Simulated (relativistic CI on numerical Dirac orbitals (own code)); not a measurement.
# Ti3+: M2,3 absorption edge

Computed with this model: Dirac-Coulomb-Breit CI, orbitals from a KLI potential per configuration, model QED, valence Slater integrals scaled by 0.8, multiplet model of core-to-valence dipole absorption; configurations [Ar] 3d → [Ne] 3s2 3p5 3d2; 80 K; Lorentzian 0.8 eV and Gaussian 0.3 eV FWHM. Energies are those of the free ion, without screening or charge transfer. The branching ratio is the share of the lower-energy edge in the whole absorption, uncertain by about 0.02 where the edges overlap. S is read from ⟨S²⟩ = S(S + 1).

Field parameters in Wybourne normalisation: D3d B²₀ = −7Dσ, B⁴₀ = −14Dq − 21Dτ, B⁴₃ = −14√(10/7) Dq. The field is a parameter set, without covalency.

Computed curve for D3d, 10Dq = 13350, Dσ = -860, Dτ = 30 cm⁻¹, scaled to 100 at the maximum (points under 2 are left out and the grid is thinned):

```json
{"Energy (eV)": "36.5", "Intensity": "2.0"}
{"Energy (eV)": "36.8", "Intensity": "2.3"}
{"Energy (eV)": "37.0", "Intensity": "2.4"}
{"Energy (eV)": "37.3", "Intensity": "2.3"}
{"Energy (eV)": "37.5", "Intensity": "2.1"}
{"Energy (eV)": "39.5", "Intensity": "2.3"}
{"Energy (eV)": "39.7", "Intensity": "2.4"}
{"Energy (eV)": "40.0", "Intensity": "2.5"}
{"Energy (eV)": "40.2", "Intensity": "2.6"}
{"Energy (eV)": "40.5", "Intensity": "2.3"}
{"Energy (eV)": "40.7", "Intensity": "2.1"}
{"Energy (eV)": "41.1", "Intensity": "2.0"}
{"Energy (eV)": "41.3", "Intensity": "2.1"}
{"Energy (eV)": "41.6", "Intensity": "2.3"}
{"Energy (eV)": "41.8", "Intensity": "2.6"}
{"Energy (eV)": "42.1", "Intensity": "3.2"}
{"Energy (eV)": "42.3", "Intensity": "3.7"}
{"Energy (eV)": "42.6", "Intensity": "4.5"}
{"Energy (eV)": "42.8", "Intensity": "4.9"}
{"Energy (eV)": "43.1", "Intensity": "5.8"}
{"Energy (eV)": "43.3", "Intensity": "6.7"}
{"Energy (eV)": "43.6", "Intensity": "9.0"}
{"Energy (eV)": "43.8", "Intensity": "11.4"}
{"Energy (eV)": "44.1", "Intensity": "17.8"}
{"Energy (eV)": "44.3", "Intensity": "25.6"}
{"Energy (eV)": "44.6", "Intensity": "48.6"}
{"Energy (eV)": "44.8", "Intensity": "73.2"}
{"Energy (eV)": "45.1", "Intensity": "99.8"}
{"Energy (eV)": "45.3", "Intensity": "96.0"}
{"Energy (eV)": "45.6", "Intensity": "67.7"}
{"Energy (eV)": "45.8", "Intensity": "46.3"}
{"Energy (eV)": "46.1", "Intensity": "25.9"}
{"Energy (eV)": "46.3", "Intensity": "19.1"}
{"Energy (eV)": "46.6", "Intensity": "13.9"}
{"Energy (eV)": "46.8", "Intensity": "12.4"}
{"Energy (eV)": "47.1", "Intensity": "11.8"}
{"Energy (eV)": "47.3", "Intensity": "12.4"}
{"Energy (eV)": "47.6", "Intensity": "15.1"}
{"Energy (eV)": "47.8", "Intensity": "18.9"}
{"Energy (eV)": "48.1", "Intensity": "30.4"}
{"Energy (eV)": "48.3", "Intensity": "45.4"}
{"Energy (eV)": "48.6", "Intensity": "78.1"}
{"Energy (eV)": "48.8", "Intensity": "92.6"}
{"Energy (eV)": "49.1", "Intensity": "94.3"}
{"Energy (eV)": "49.3", "Intensity": "81.3"}
{"Energy (eV)": "49.6", "Intensity": "49.5"}
{"Energy (eV)": "49.8", "Intensity": "35.8"}
{"Energy (eV)": "50.1", "Intensity": "29.7"}
{"Energy (eV)": "50.3", "Intensity": "31.4"}
{"Energy (eV)": "50.6", "Intensity": "29.3"}
{"Energy (eV)": "50.8", "Intensity": "22.0"}
{"Energy (eV)": "51.1", "Intensity": "12.7"}
{"Energy (eV)": "51.3", "Intensity": "9.2"}
{"Energy (eV)": "51.6", "Intensity": "6.3"}
{"Energy (eV)": "51.8", "Intensity": "5.1"}
{"Energy (eV)": "52.1", "Intensity": "3.9"}
{"Energy (eV)": "52.3", "Intensity": "3.4"}
{"Energy (eV)": "52.6", "Intensity": "2.8"}
{"Energy (eV)": "52.8", "Intensity": "2.4"}
{"Energy (eV)": "53.1", "Intensity": "2.1"}
```

The ground state has S = 0.50, and the centroid lies at 47.08 eV.
